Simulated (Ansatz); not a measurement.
```yaml
crystal:
  periodic: [false, false, false]
  atoms:
    - {symbol: Ga, position_ang: [0.175646, 1.974755, 0.247229]}
    - {symbol: Ga, position_ang: [0.222788, 0.634455, -2.092776]}
    - {symbol: Ga, position_ang: [0.879417, -0.319154, 2.074468]}
    - {symbol: Ga, position_ang: [-1.611226, -0.509151, 0.240193]}
    - {symbol: As, position_ang: [-1.140956, -1.462691, -1.900708]}
    - {symbol: As, position_ang: [-1.377144, 1.140167, 1.939019]}
    - {symbol: As, position_ang: [2.099041, 0.340741, -0.255205]}
    - {symbol: As, position_ang: [0.752434, -1.799122, -0.252230]}
basis:
  gaussian: {orbitals: def2-TZVPD, initial_orbitals: start.molden}
total_charge: -1
magnetization: {spin_polarized: true, initial_magnetization: 3}
hamiltonian: {xc: pbe0, dispersion: d4}
scf: {omitted_lower_state_checks: [starts]}
output: {orbitals: {seedname: orbitals}}
```

The file start.molden holds the orbitals of an earlier run on this structure, at another level or in another basis.

```sh
$ ansatz run in.yaml --threads 6 --pin off --events-out ev --progress --plain --max-ram 7833MiB
```

**Question.** Does this run fit into the memory that it is given?

**Answer.** No. It has 432 basis functions, and Ansatz plans for 10 GiB where 8 GiB are given.
